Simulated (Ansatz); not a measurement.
C₃H₉N, SMILES CC(C)N (connectivity only; charge and spin as stated), charge +1, multiplicity 2.

Geometry optimised at B3LYP-D3(BJ)/def2-SVP. The spin state was assumed, not searched. The values are those of a single conformer.

Two levels are set side by side: PBE/def2-TZVPD (Ansatz, a first-principles code) and CAM-B3LYP/def2-TZVPD (Ansatz). Energy differences of separate SCF runs at the same geometry; the states with an electron removed or added have multiplicity 1 and 1. Differences are taken from unrounded values.

```json
[
 {"quantity": "vertical ionisation energy (eV)", "CAM-B3LYP": "17.18"},
 {"quantity": "vertical electron affinity (eV)", "CAM-B3LYP": "8.29"}
]
```

Question: What does PBE give, and how far is it from CAM-B3LYP? (An estimate is asked for; the answer gives what the named calculation found.)

Answer: 
```
quantity                           PBE  PBE minus CAM-B3LYP
-------------------------------  -----  -------------------
vertical ionisation energy (eV)  16.36                -0.82
vertical electron affinity (eV)   8.07                -0.22
```
